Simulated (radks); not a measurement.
Ni+, 27 electrons, occupied as [Ar] 3d9 (the NIST ground configuration).

All-electron calculation, scalar-relativistic Kohn-Sham, PBE, spin-polarised, spherical densities, point nucleus; open shells are filled with parallel spins first. Program: a radial shooting solver on a logarithmic mesh with Libxc functionals.

Energy parts (eV):
| part | energy |
|---|---|
| total | -41369.837 |
| kinetic | 41944.037 |
| electron-nucleus | -99198.019 |
| Hartree | 17607.080 |
| exchange-correlation | -1722.935 |

Orbitals (lengths in bohr, moments of r in powers of bohr):
| orbital | occ. | eigenvalue (eV) | <r^4> |
|---|---|---|---|
| 1s up | 1 | -8215.550 | 0.00003983 |
| 1s down | 1 | -8215.552 | 0.00003983 |
| 2s up | 1 | -984.5845 | 0.008729 |
| 2s down | 1 | -984.0680 | 0.008716 |
| 2p up | 3 | -847.4514 | 0.006561 |
| 2p down | 3 | -847.0632 | 0.006548 |
| 3s up | 1 | -114.8323 | 0.6700 |
| 3s down | 1 | -113.7631 | 0.6731 |
| 3p up | 3 | -75.3172 | 0.9505 |
| 3p down | 3 | -74.2694 | 0.9590 |
| 3d up | 5 | -13.4003 | 7.427 |
| 3d down | 4 | -12.4781 | 8.434 |

The highest occupied level is 3d down at -12.478 eV. For comparison, the ionisation energy in NIST's Atomic Spectra Database is 18.169 eV (measured). In exact Kohn-Sham theory the highest level is minus the ionisation energy, but local and semilocal functionals leave it too shallow, through self-interaction and a potential that decays too fast; potentials with the right tail come closer. The density falls to 0.001 e/bohr^3 at r = 3.38 bohr. Summed over all electrons, <r^2> = 20.42 bohr^2, which gives a Langevin (diamagnetic) susceptibility term of -16.2 x 10^-6 cm^3/mol.
